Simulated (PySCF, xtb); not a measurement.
neopentasilane (H12Si5), SMILES [SiH3][Si]([SiH3])([SiH3])[SiH3].

Geometry optimised at PBE0-D3(BJ)/def2-SVP.

Method: C-PCM-B3LYP/def2-SVP (PySCF 2.14.0).

The values are the electrostatic part of the solvation free energy, E(continuum) − E(gas) at the gas-phase geometry, in a cavity of scaled van der Waals radii (PySCF's table); cavitation and dispersion terms are not included. In vacuum the orbital gap is 7.60 eV. The dipole moment in vacuum is 0.00 D.

```tsv
solvent	ε	ΔG(elec) (kcal/mol)	dipole (D)	gap (eV)
water	78.36	-0.5	0.00	7.62
benzene	2.27	-0.3	0.00	7.61
chlorobenzene	5.70	-0.4	0.00	7.61
```

For comparison, GFN2-xTB/ALPB(water) (xtb, at the GFN2-xTB geometry, all terms of that model) gives -1.4 kcal/mol.
